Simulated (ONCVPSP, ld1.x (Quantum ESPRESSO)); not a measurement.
Potentials for N (Z = 7) compared

Generated with ld1.x 7.5 (TM, RRKJ, ultrasoft, PAW), atompaw 4.2 or ONCVPSP 4.0.1. The cutoff is in Ry: for ld1.x and atompaw files where the sum of valence levels is converged to 10 mRy in a Bessel basis, for ONCV files where the hardest occupied wave has 1 mHa per electron of residual kinetic energy. The error is the largest all-electron minus pseudo excitation energy over each file’s own four to seven test configurations (ionisations up to +4, promotions, holes and added fractions of an electron), all of which were solved. The labels leave out finer settings (local radius, basis sizes, second energies), which also bear on the numbers. Spin-polarised tests are not counted. The rows are a selection from randomly drawn settings: files with unsolved tests, undetermined cutoffs or missed reference levels are left out.

A true bound ghost makes a file unfit for plane-wave use even where its test errors are small: the radial tests pick states by their node count and pass the ghost by.

| potential | cutoff (Ry) | largest error (meV) | bound ghosts |
| --- | --- | --- | --- |
| ultrasoft, PBE, non-relativistic, rc 0.75/1.80/1.85 (spd), local smoothed, core correction yes, reference 2s2 2p3 | 60 | -313 | none |
| ONCV, LDA (Perdew-Wang 92), non-relativistic, rc 0.70/1.50/1.30 (spd), local s, core correction yes, reference 2s2 2p3, qcut 9.7/11.1/7.5, projectors 0/2/3 | 94 | +255 | d |
| ONCV, PBE, scalar-relativistic, rc 0.80/1.35 (sp), local smoothed, core correction yes, reference 2s2 2p2.75, qcut 10.1/10.3, projectors 2/1 | 65 | +60 | none |
| ONCV, PBE, scalar-relativistic, rc 1.10/2.25/2.35 (spd), local smoothed, core correction yes, reference 2s1.75 2p3.25, qcut 7.5/6/4.1, projectors 1/1/2 | 48 | +844 | none |
| RRKJ, PBE, scalar-relativistic, rc 0.80/1.45/1.30 (spd), local s, core correction yes, reference 2s2 2p2 | 60 | +501 | none |
| PAW, PBE, scalar-relativistic, rc 1.00/2.35 (sp), local smoothed, core correction yes, reference 2s2 2p3 | 15 | -38 | none |
| PAW, LDA (PZ), scalar-relativistic, rc 1.00/1.75 (sp), local smoothed, core correction yes, reference 2s2 2p3 | 25 | -33 | none |

(1) Fill in the row for N: RRKJ, PBEsol, scalar-relativistic, rc 1.10/1.70/1.85 (spd), local p, core correction yes, reference 2s1.5 2p3.5.

(2) Fill in the row for N: RRKJ, PBEsol, scalar-relativistic, rc 1.05/1.15/1.00 (spd), local smoothed, core correction yes, reference 2s1 2p4.

Results:

(1) cutoff 60 Ry, largest error +1597 meV, bound ghosts: none.

(2) cutoff 80 Ry, largest error +382 meV, bound ghosts: none.
